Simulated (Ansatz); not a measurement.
TiO3H2. Charge 0, multiplicity 1. Geometry PBE0-D4/def2-SVP; atoms count from 1.

Cartesian coordinates in Å:
```
Ti -0.307 0.028 0.437
O 0.098 -1.133 -0.867
O 0.598 1.120 -0.658
O 0.957 -0.082 -1.401
H -1.949 0.371 0.668
H 0.603 -0.303 1.822
```

The structure holds 2 bonds between oxygen atoms, so isomers without such links may lie far lower. No other spin state of charge 0 was run. Another isomer (singlet) lies 4.72 eV lower at PBE0-D4/def2-TZVP; other spin states weren't run for this one.

Question: Estimate the Mulliken populations from the PBE0/def2-TZVP orbitals of Ansatz.

Answer: 
```
atom  charge (e)  d electrons
 Ti1        0.95         2.11
  O2       -0.37            –
  O3       -0.37            –
  O4        0.03            –
  H5       -0.12            –
  H6       -0.11            –
```
Mulliken values and Mayer orders depend strongly on the basis.

Question: And the Mayer bond orders between bonded heavy atoms (over 0.3)?

Answer: Ti1–O2 1.01 (1.79 Å); Ti1–O3 1.01 (1.79 Å); O2–O4 0.85 (1.46 Å); O3–O4 0.85 (1.46 Å).
